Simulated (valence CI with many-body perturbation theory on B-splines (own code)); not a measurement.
Results of a calculation; reference values are marked as such.
# Nb36+: magnetic and hyperfine properties of the levels

Method: valence CI with perturbative core correlation (CI+MBPT): three valence electrons over a frozen Dirac-Fock core [He], a basis of 11 s, 11 p, 10 d, 8 f, 5 g, 2 h functions for each j, with the one-electron correlation potential Σ1 (screened to all orders), the two-electron term Σ2, the three-electron term Σ3, Breit, model QED; selected single and double excitations, second order for the rest, scaled by the run's own slope (own B-spline code, finite nucleus).

The last digits are not significant, and no measured levels were compared; by estimate large intervals hold to a few tenths of a per cent, small ones and those within an open d or f shell to about a per cent.

A/g_I is the dipole constant over the nuclear g factor μ/I (μ in nuclear magnetons, uniformly magnetised nucleus), B/Q the quadrupole constant per barn. Both hold the static response of the core; the bare values leave it out. Large factors of s and p1/2 electrons are usually good to 5 to 10 %; those of open d and f shells near neutrality can be off by tens of per cent, and small factors of p3/2, d and f electrons come from cancelling terms and can be off by a factor of two or in sign, in half-filled shells by more. B is blank for J = 1/2, where it vanishes, and for nearly pure S terms. Energies count from the lowest level.

Levels are named by their leading jj configuration (3d3/2^4 stands for four electrons in 3d with j = 3/2), which in mixed levels can hold well under half, so a name can repeat and another be missing. Letters in brackets count levels of one name in rising energy.

| Level | E (Ry) | g | A/g_I (MHz) | A/g_I bare | B/Q (MHz/b) | B/Q bare |
| --- | --- | --- | --- | --- | --- | --- |
| (2s^2 2p1/2) J=1/2 | 0.00 | 0.652 | 751000 | 744000 |  |  |
| (2s 2p1/2^2) J=1/2 | 7.85 | 2.385 | 2040000 | 2010000 |  |  |
| (2s^2 2p3/2) J=3/2 | 7.91 | 1.323 | 128000 | 133000 | 240000 | 241000 |
| (2s 2p1/2 2p3/2) J=3/2 [a] | 13.57 | 1.690 | 601000 | 599000 | 191000 | 192000 |
| (2s 2p1/2 2p3/2) J=5/2 | 15.20 | 1.422 | 675000 | 671000 | 50400 | 50600 |
| (2s 2p1/2 2p3/2) J=3/2 [b] | 17.99 | 0.923 | -11600 | -4330 | 206000 | 207000 |
| (2s 2p1/2 2p3/2) J=1/2 | 18.42 | 1.128 | -429000 | -415000 |  |  |
| (2s 2p3/2^2) J=5/2 | 22.89 | 1.357 | 590000 | 585000 | 190000 | 190000 |
| (2s 2p3/2^2) J=1/2 | 26.77 | 1.790 | 2270000 | 2220000 |  |  |
| (2s 2p3/2^2) J=3/2 | 26.86 | 1.224 | -283000 | -268000 | -111000 | -111000 |
| (2p1/2^2 2p3/2) J=3/2 | 26.91 | 1.456 | 97700 | 109000 | 189000 | 190000 |
| (2p1/2 2p3/2^2) J=3/2 | 33.35 | 1.382 | 6250 | 16100 | 70200 | 70400 |
| (2p1/2 2p3/2^2) J=5/2 | 34.44 | 1.189 | 246000 | 250000 | -1310 | -1320 |
| (2p1/2 2p3/2^2) J=1/2 | 36.53 | 0.652 | 753000 | 743000 |  |  |
| (2p3/2^3) J=3/2 | 43.15 | 1.267 | 127000 | 134000 | -257000 | -258000 |
| (2s^2 3s) J=1/2 | 206.20 | 1.997 | 681000 | 672000 |  |  |
| (2s^2 3p1/2) J=1/2 | 209.09 | 0.669 | 212000 | 210000 |  |  |
| (2s^2 3p3/2) J=3/2 | 211.27 | 1.351 | 173000 | 172000 | 65000 | 65100 |
| (2s 2p1/2 3s) J=1/2 [a] | 211.87 | 2.459 | 1360000 | 1340000 |  |  |
| (2s 2p1/2 3s) J=3/2 | 212.95 | 1.597 | 1070000 | 1060000 | -78100 | -78300 |
| (2s 2p1/2 3s) J=1/2 [b] | 213.79 | 0.747 | 1050000 | 1030000 |  |  |
| (2s^2 3d3/2) J=3/2 | 213.82 | 0.801 | 51800 | 51400 | 13700 | 13900 |
| (2s 2p1/2 3p1/2) J=1/2 [a] | 214.34 | 0.238 | -155000 | -150000 |  |  |
| (2s^2 3d5/2) J=5/2 | 214.52 | 1.197 | 13000 | 12900 | 18800 | 19100 |
| (2s 2p1/2 3p1/2) J=3/2 | 215.29 | 1.172 | 1010000 | 997000 | -73400 | -73600 |
| (2s 2p1/2 3p1/2) J=1/2 [b] | 216.60 | 2.119 | 2230000 | 2200000 |  |  |
| (2s 2p1/2 3p3/2) J=3/2 [a] | 217.15 | 1.427 | 150000 | 149000 | 59400 | 59600 |
| (2s 2p1/2 3p3/2) J=1/2 | 217.93 | 1.195 | -841000 | -827000 |  |  |
| (2s 2p1/2 3p3/2) J=5/2 | 218.07 | 1.365 | 600000 | 593000 | -5720 | -5760 |
| (2s 2p1/2 3p3/2) J=3/2 [b] | 218.34 | 1.237 | 328000 | 326000 | 70000 | 70200 |
| (2s 2p1/2 3d3/2) J=3/2 [a] | 218.90 | 0.530 | -216000 | -211000 | 22500 | 22700 |
| (2s 2p3/2 3s) J=5/2 | 219.57 | 1.536 | 578000 | 572000 | 197000 | 197000 |
| (2s 2p1/2 3d3/2) J=5/2 | 219.69 | 1.105 | 427000 | 422000 | -9860 | -9750 |
| (2s 2p1/2 3d5/2) J=5/2 [a] | 220.38 | 1.370 | 396000 | 390000 | 32200 | 32400 |
| (2s 2p1/2 3d3/2) J=3/2 [b] | 220.56 | 1.295 | 383000 | 377000 | 45600 | 45800 |
| (2s 2p1/2 3d3/2) J=1/2 | 220.57 | 0.355 | -916000 | -903000 |  |  |
| (2s 2p3/2 3s) J=3/2 [a] | 220.73 | 1.385 | 731000 | 725000 | 166000 | 167000 |
| (2s 2p1/2 3d5/2) J=7/2 | 220.89 | 1.262 | 424000 | 419000 | -64400 | -64400 |
| (2s 2p1/2 3d5/2) J=3/2 | 221.60 | 1.003 | -301000 | -297000 | 4400 | 4550 |
| (2s 2p1/2 3d5/2) J=5/2 [b] | 221.69 | 1.034 | 80800 | 80300 | 64800 | 65200 |

**Question.** Take the isotope of mass number 93, with I = 9/2, μ = 6.163 μN and Q = -0.32 b. What is the hyperfine structure of (2s 2p1/2 2p3/2) J=5/2?

**Answer.** From the table A = 924000 MHz, B = -16100 MHz. Shifts from the centre of gravity in MHz: F = 2: -1.27e+07, F = 3: -9940000, F = 4: -6230000, F = 5: -1610000, F = 6: 3930000, F = 7: 1.04e+07.
